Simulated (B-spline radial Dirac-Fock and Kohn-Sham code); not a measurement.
## Kohn-Sham estimates against Dirac-Fock for the levels of Pb⁴³⁺

System: the Pb⁴³⁺ ion in the configuration [Kr] 4d3.

The density-functional columns are spherical, spin-unpolarised Dirac-Kohn-Sham results without Breit or QED terms: −ε is minus the orbital energy of the initial state and ΔSCF the difference of two total energies. The reference in the last column comes from relaxed Dirac-Fock hole states (ΔSCF) with Breit and QED corrections and a finite nucleus. All numbers are from a radial B-spline solver, in eV; a selection of levels is shown. The Kohn-Sham columns are given as differences from the reference. For the 1s level of heavy atoms much of the gap between ΔSCF and the reference is the Breit and QED part, -496.1 eV here; for other levels the error of the functional can be larger.

| level | LDA −ε − DF | LDA ΔSCF − DF | Dirac-Fock |
| --- | --- | --- | --- |
| K (1s) | -190.1 | +484.7 | 90074.6 |
| L1 (2s) | -202.6 | -51.1 | 17942.5 |
| L2 (2p1/2) | -145.8 | +41.8 | 17276.2 |
| L3 (2p3/2) | -168.0 | -7.9 | 15110.4 |
| M1 (3s) | -119.8 | -57.3 | 5866.5 |
| M2 (3p1/2) | -98.5 | -32.5 | 5573.7 |
| M3 (3p3/2) | -96.8 | -36.0 | 5071.2 |
| M4 (3d3/2) | -69.7 | -0.1 | 4602.0 |
| M5 (3d5/2) | -71.7 | -3.9 | 4496.6 |
| N1 (4s) | -49.0 | -16.3 | 2651.8 |
| N2 (4p1/2) | -31.8 | +1.3 | 2515.8 |
| N3 (4p3/2) | -33.3 | -2.2 | 2358.6 |
| N4,5 (4d) | -28.0 | +3.8 | 2144.4 |

Values without a named source are computed, but for edge energies of neutral atoms, which are taken from tables.
